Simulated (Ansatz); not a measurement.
Basis-set extrapolation for `C#C[Si](F)([AlH2])S` (PBE0-D4/def2-TZVP geometry, frozen core, Ansatz 0.2.0). Multiplicity 1, RHF reference.

```tsv
	def2-TZVPP	def2-QZVPP
HF	-1106.023880	-1106.058957
MP2 correlation	-0.912375	-0.987402
CCSD(T) correlation	-1.001468	not run
```

Energies in hartree. Use E(X) = E(∞) + A·exp(−7.88·√X) for Hartree–Fock and E(X) = E(∞) + B·X^(−2.97) for correlation, with X = 3 and 4, and add CCSD(T) minus MP2 of the smaller set to the MP2 limit.

Task: What is the CCSD(T) energy at the basis-set limit?

Result: HF limit: -1106.058957 + (-0.035077) × 0.13774 = -1106.06379. MP2 limit: -0.987402 + (-0.075027) × 0.74074 = -1.04298. Higher-order term: -1.001468 − (-0.912375) = -0.08909. Total: -1107.19586 hartree, 447.7 kJ/mol below CCSD(T)/def2-TZVPP.
